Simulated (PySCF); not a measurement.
PBEsol on Ho²⁺ (holmium, charge +2), [Xe] 4f10 6s1, one real determinant (an excited configuration). Computed with PySCF 2.14 in x2c-TZVPPall with one added diffuse shell each of s, p, d, f type (12s8p8d5f2g, 129 functions), with scalar relativity by spin-free X2C-1e.

```
cycle= 6 E= -12610.6905982641  delta_E= 0.00133  |g|= 0.0272  |ddm|= 0.693
cycle= 7 E= -12610.6920104904  delta_E= -0.00141  |g|= 0.0503  |ddm|= 0.691
cycle= 8 E= -12610.6920859737  delta_E= -7.55e-05  |g|= 0.0543  |ddm|= 0.206
cycle= 9 E= -12610.6921654272  delta_E= -7.95e-05  |g|= 0.0523  |ddm|= 0.0132
cycle= 10 E= -12610.692252867  delta_E= -8.74e-05  |g|= 0.0502  |ddm|= 0.0408
cycle= 11 E= -12610.6925395259  delta_E= -0.000287  |g|= 0.0406  |ddm|= 0.0427
cycle= 12 E= -12610.6930368038  delta_E= -0.000497  |g|= 0.00944  |ddm|= 0.0658
cycle= 13 E= -12610.6930651455  delta_E= -2.83e-05  |g|= 0.000268  |ddm|= 0.0211
cycle= 14 E= -12610.6930651775  delta_E= -3.2e-08  |g|= 8.74e-05  |ddm|= 0.000826
cycle= 15 E= -12610.6930652149  delta_E= -3.74e-08  |g|= 0.000209  |ddm|= 0.00259
cycle= 16 E= -12610.6930651605  delta_E= 5.44e-08  |g|= 0.000112  |ddm|= 0.00372
cycle= 17 E= -12610.6930651573  delta_E= 3.15e-09  |g|= 5.36e-06  |ddm|= 0.00176
cycle= 18 E= -12610.6930651573  delta_E= 7.28e-12  |g|= 9.61e-07  |ddm|= 4.15e-05
converged SCF energy = -12610.6930651573  <S^2> = 8.7513236  2S+1 = 6.0004412
```

Highest occupied orbital energy: -16.769 eV; ⟨L²⟩ = 36.83; populations by l: s 10.53, p 24.00, d 20.47, f 10.00.

Task: Can this result be used?

Result: Not for this state. The run converged. ⟨L²⟩ = 36.83 against 42 for a pure I term, so this real determinant mixes terms. Spin-orbit coupling, absent here, splits the open shell strongly. The s, p, d and f populations moved away from the nominal configuration during the SCF.
